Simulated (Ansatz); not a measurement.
`OC1(F)[SiH2]S1` from Hartree–Fock to CCSD(T)

```xyz
8

O     1.395    0.023    0.933
C     0.572    0.180   -0.129
F     1.287    0.275   -1.288
Si   -1.140   -0.531   -0.150
S    -0.728    1.529   -0.027
H     1.940    0.814    1.037
H    -1.671   -1.061   -1.424
H    -1.655   -1.229    1.048
```

The species carries charge 0 and has multiplicity 1. All single points use the PBE0-D4/def2-TZVP geometry. It is one conformer, not always the lowest. Frozen core, restricted reference, the Gaussian-basis code of Ansatz. CBS rows extrapolate triple and quadruple zeta; past MP2 they add the triple-zeta difference.

```tsv
basis	HF (Eh)	MP2 corr.
def2-SVP	-899.96036	-0.72383
def2-TZVPP	-900.46996	-0.93824
def2-QZVPP	-900.49948	-1.01816
```

Estimate the CCSD correlation energy and the (T) correction in each basis where they were run (hartree).


| basis | CCSD corr. | (T) |
| --- | --- | --- |
| def2-SVP | -0.76096 | -0.02226 |
| def2-TZVPP | -0.96828 | -0.04104 |
| CBS(def2) | -1.10739 | as TZ |
